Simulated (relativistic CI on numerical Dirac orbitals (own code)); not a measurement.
Si IV: sensitivity of the levels to the model

Base calculation: Dirac-Coulomb-Breit CI, orbitals from a KLI potential per configuration, model QED (radiative potential, 1s self-energy scaled to tabulated hydrogen-like ionisation energies), valence Slater integrals scaled by 0.85, P86 correlation energy added to each configuration.

Configurations in the expansion (outside the closed core [Ne]): 3s, 3p, 3d, 4s, 4p, 4d, 4f, 5s, 5p, 5d, 5g, 5f, 6s, 6p, 6d. Levels of other configurations are missing.

The lowest level and the first level of each name with at least 55 % of one term (blank where a level has no safe partner in the second run):

| Level | Base (cm⁻¹) | Shift (cm⁻¹) |
| --- | --- | --- |
| 3s 2S_1/2 | 0.0 | 0.0 |
| 3p 2P°_1/2 | 70843.8 | -241.8 |
| 3p 2P°_3/2 | 71287.2 | -241.8 |
| 3d 2D_5/2 | 159288.5 | -415.9 |
| 3d 2D_3/2 | 159296.2 | -415.9 |
| 4s 2S_1/2 | 192316.4 | -719.7 |
| 4p 2P°_1/2 | 216783.0 | -1007.2 |
| 4p 2P°_3/2 | 216935.8 | -1007.2 |
| 4d 2D_5/2 | 248571.3 | -1194.3 |
| 4d 2D_3/2 | 248576.3 | -1194.3 |
| 4f 2F°_5/2 | 254185.8 | -3511.1 |
| 4f 2F°_7/2 | 254187.5 | -3511.1 |
| 5s 2S_1/2 | 263441.2 | -1092.8 |
| 5p 2P°_1/2 | 274705.7 | -1279.1 |
| 5p 2P°_3/2 | 274775.7 | -1279.1 |
| 5d 2D_5/2 | 289852.2 | -1437.2 |
| 5d 2D_3/2 | 289855.7 | -1437.2 |
| 5f 2F°_5/2 | 293699.8 | -3509.8 |
| 5f 2F°_7/2 | 293700.6 | -3509.8 |
| 5g 2G_7/2 | 293721.5 | -3502.1 |
| 5g 2G_9/2 | 293722.1 | -3502.1 |
| 6s 2S_1/2 | 297830.2 | -1486.8 |

Correlation outside the listed configurations is missing or only estimated: errors of thousands of cm⁻¹ between configurations and terms are usual at this charge. Rates and lifetimes follow the computed energies and can be off by large factors. The fine structure of a lone outer electron comes out too small, for d and f at times inverted, and misplaced configurations move strength between like terms. 19 of the 19 excited levels that our extract of the measured tables holds in this range could be paired (the sources list more); they are missed by 1307 cm⁻¹ on average and 1977 at most, and levels without a partner can miss by more.

(1) One thing was changed in a second run, which moved the levels as shown. Which?
A. configuration mixing switched off
B. no correlation estimate
C. QED terms removed
D. valence Slater integrals scaled by 0.75
E. Breit term removed

Answers

(1) B. No correlation estimate. A correlation estimate moves all levels of a configuration together before mixing; mixed levels move by a weighted share.
